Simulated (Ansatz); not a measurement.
Calculated with Ansatz (gas phase, PBE0-D4/def2-TZVP geometries, no zero-point term in ΔE). CCSD(T)/CBS adds triple-zeta CCSD(T) − MP2 to the extrapolated MP2 energy (def2 sets, frozen cores). This one scheme is used for every species, atoms too. DFT in def2-TZVPP. Open shells (•) are unrestricted, without spin–orbit coupling. Spin–orbit coupling would lower the free atoms: a little for F. Elements past krypton have def2 core potentials. Bonds to In are less sure, by a few kJ/mol each and by 10 to 20 or more in all where they break to atoms, as the def2 sets lack core-valence functions. One conformer a species, not always the lowest.

Reaction (hydrogen abstraction from the O–H bond): `[OH][In]([Cl])[Cl]` + F• → `[O][In]([Cl])[Cl]`• + H–F

```json
{"level": "B97M-V", "ΔE (eV)": "-0.74"}
{"level": "r2SCANh-D4", "ΔE (eV)": "-0.73"}
{"level": "CCSD/def2-SVP", "ΔE (eV)": "-0.52"}
{"level": "CCSD(T)/def2-TZVPP", "ΔE (eV)": "-0.65"}
```

Task: What does CCSD(T)/CBS give? (An estimate is asked.)

Result: Ansatz gave: -0.68 eV. The listed levels differ from it by -0.06, -0.05, 0.16, 0.03 eV.

Largest T1 diagnostic among the species: 0.015.

From r2SCAN to r2SCAN0 (25 % exact exchange), in def2-TZVPP and without D4, ΔE moves by +0.10 eV. In def2-TZVPP, CCSD(T) changes the Hartree–Fock value by −0.25 eV (the triples alone add −0.01 eV) and MP2 by −0.19 eV.

CCSD(T)/CBS has its own doubt, a few kJ/mol and more with outer-core shells, so smaller differences from it don't rank the levels.
